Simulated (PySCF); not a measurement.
HfO3, SMILES [O]=[Hf]1[O][O]1, multiplicity 1. Atoms are numbered in the order given.

```xyz
4

Hf     0.2050     0.1798     0.0000
O     -1.0656     1.4243     0.0000
O     -0.3897    -1.5214     0.7608
O     -0.3897    -1.5214    -0.7608
```
Charge 0, spin multiplicity 1.

Geometry optimised at B3LYP-D3(BJ)/def2-TZVP. The multiplicity is an assumed one; other spin states were not compared. The def2 effective core potentials stand for the cores of Hf; spin–orbit coupling is left out.

The numbers are results of TDA-PBE/def2-SVPD in PySCF 2.14.0, not measurements.

Vertical excitations. The molecule is in vacuum. State labels are in the subgroup Cs.

| state | symmetry | energy (eV) | λ (nm) | f | main pairs |
|---|---|---|---|---|---|
| S1 | A" | 1.63 | 762 | 0.005 | HOMO→LUMO 100 % |
| S2 | A' | 2.73 | 454 | 0.002 | HOMO−1→LUMO 99 % |
| S3 | A" | 2.96 | 419 | 0.000 | HOMO→LUMO+1 91 % |
| S4 | A" | 3.00 | 414 | 0.000 | HOMO−2→LUMO 91 % |
| S5 | A' | 3.32 | 373 | 0.021 | HOMO−3→LUMO 97 % |
| S6 | A' | 3.35 | 370 | 0.014 | HOMO→LUMO+2 94 % |
| S7 | A" | 3.59 | 345 | 0.004 | HOMO−4→LUMO 100 % |
| S8 | A' | 4.04 | 307 | 0.000 | HOMO−1→LUMO+1 99 % |
| S9 | A" | 4.18 | 297 | 0.000 | HOMO−1→LUMO+2 97 % |
| S10 | A" | 4.30 | 289 | 0.010 | HOMO−2→LUMO+1 96 % |
| T1 | A" | 1.52 | 816 | 0 | HOMO→LUMO 100 % |
| T2 | A' | 2.59 | 479 | 0 | HOMO−1→LUMO 99 % |
| T3 | A" | 2.78 | 446 | 0 | HOMO−2→LUMO 99 % |
| T4 | A' | 2.79 | 444 | 0 | HOMO→LUMO+2 94 % |
Triplets are in the Tamm–Dancoff approximation.
